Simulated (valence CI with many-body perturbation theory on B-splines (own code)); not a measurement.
**Energy levels of Co XXIII**

Level of theory: configuration interaction combined with many-body perturbation theory (CI+MBPT): three valence electrons over a frozen Dirac-Fock core [He], radial functions for each j: 11 s, 11 p, 10 d, 8 f, 5 g, 2 h, with the one-electron correlation potential Σ1, the two-electron term Σ2, the three-electron term Σ3, Breit, model QED; selected CI, second order for the rest, scaled by the run's own slope (own B-spline code, finite nucleus).

No measured spectrum was set against this ion. As an estimate, levels of excited configurations hold to 0.05 to 0.15 % of their energy, terms of the ground configuration to about 0.5 %.

Levels 181 to 205 of 205, with energies above the lowest level, 2s²2p ²P°_1/2. "Leading %" is the weight of the configuration and term that name the level; weights of strongly mixed levels are sums over their largest components and can fall short, so below about 35 % the name and the second component can differ from the true leading terms, or belong to a minority configuration. In the jj column 3d3/2^4 stands for four electrons in 3d with j = 3/2. Lifetimes count E1, E2, E3, M1 and M2 decay at the calculated energies, and are blank where another channel may lead or the interval is too uncertain; long ones can be off by a factor of two.

| No. | Configuration | Term | J | E (eV) | Leading % | Leading jj | Second component | Lifetime |
| --- | --- | --- | --- | --- | --- | --- | --- | --- |
| 181 | 2s2p4f | ⁴D | 3/2 | 1573.9 | 67 | 2s 2p3/2 4f5/2 (100 %) | 24 % 2s2p4f ⁴F | 247 fs |
| 182 | 2s2p4f | ²G | 9/2 | 1574.1 | 85 | 2s 2p3/2 4f5/2 (72 %) | 9 % 2s2p4f ⁴G | 263 fs |
| 183 | 2s2p4f | ⁴D | 5/2 | 1574.2 | 35 | 2s 2p3/2 4f7/2 (100 %) | 32 % 2s2p4f ²D | 250 fs |
| 184 | 2s2p4f | ⁴D | 1/2 | 1574.3 | 100 | 2s 2p3/2 4f5/2 (100 %) |  | 246 fs |
| 185 | 2s2p4f | ²D | 3/2 | 1575.0 | 78 | 2s 2p3/2 4f7/2 (100 %) | 18 % 2s2p4f ⁴D | 254 fs |
| 186 | 2s2p4s | ²P° | 1/2 | 1585.5 | 97 | 2s 2p3/2 4s (80 %) |  | 540 fs |
| 187 | 2s2p4s | ²P° | 3/2 | 1585.7 | 96 | 2s 2p3/2 4s (81 %) |  | 588 fs |
| 188 | 2s2p4p | ²D | 3/2 | 1594.9 | 82 | 2s 2p3/2 4p1/2 (82 %) | 14 % 2s2p4p ²P | 461 fs |
| 189 | 2s2p4p | ²P | 1/2 | 1595.1 | 82 | 2s 2p3/2 4p1/2 (77 %) | 14 % 2s2p4p ²S | 360 fs |
| 190 | 2s2p4p | ²D | 5/2 | 1596.4 | 96 | 2s 2p3/2 4p3/2 (80 %) |  | 413 fs |
| 191 | 2s2p4p | ²P | 3/2 | 1597.2 | 82 | 2s 2p3/2 4p3/2 (82 %) | 14 % 2s2p4p ²D | 411 fs |
| 192 | 2s2p4p | ²S | 1/2 | 1597.9 | 81 | 2s 2p3/2 4p3/2 (77 %) | 14 % 2s2p4p ²P | 509 fs |
| 193 | 2s2p4d | ²F° | 5/2 | 1604.4 | 92 | 2s 2p3/2 4d3/2 (82 %) | 5 % 2s2p4d ²D° | 126 fs |
| 194 | 2s2p4d | ²D° | 3/2 | 1604.5 | 96 | 2s 2p3/2 4d3/2 (74 %) |  | 92.0 fs |
| 195 | 2s2p4d | ²F° | 7/2 | 1604.5 | 97 | 2s 2p3/2 4d5/2 (80 %) |  | 180 fs |
| 196 | 2s2p4d | ²D° | 5/2 | 1605.2 | 91 | 2s 2p3/2 4d5/2 (82 %) | 5 % 2s2p4d ²F° | 89.9 fs |
| 197 | 2s2p4d | ²P° | 1/2 | 1606.0 | 97 | 2s 2p3/2 4d3/2 (81 %) |  | 114 fs |
| 198 | 2s2p4d | ²P° | 3/2 | 1606.6 | 96 | 2s 2p3/2 4d5/2 (74 %) |  | 115 fs |
| 199 | 2s2p4f | ²F | 5/2 | 1608.5 | 97 | 2s 2p3/2 4f5/2 (79 %) |  | 246 fs |
| 200 | 2s2p4f | ²F | 7/2 | 1608.8 | 96 | 2s 2p3/2 4f7/2 (78 %) |  | 247 fs |
| 201 | 2s2p4f | ²G | 7/2 | 1609.5 | 97 | 2s 2p3/2 4f5/2 (77 %) |  | 253 fs |
| 202 | 2s2p4f | ²G | 9/2 | 1609.8 | 97 | 2s 2p3/2 4f7/2 (82 %) |  | 252 fs |
| 203 | 2s2p4f | ²D | 3/2 | 1610.4 | 97 | 2s 2p3/2 4f5/2 (81 %) |  | 247 fs |
| 204 | 2s2p4f | ²D | 5/2 | 1610.7 | 97 | 2s 2p3/2 4f7/2 (78 %) |  | 247 fs |
| 205 | 2p²4s | ⁴P | 1/2 | 1612.5 | 70 | 2p1/2^2 4s (86 %) | 22 % 2p²4s ²P | 623 fs |

Names give the largest LS component (configuration and term), which can be under half, so a name can repeat, a term be missing and a line seem to break the LS rules; names also repeat where a configuration has a term twice.
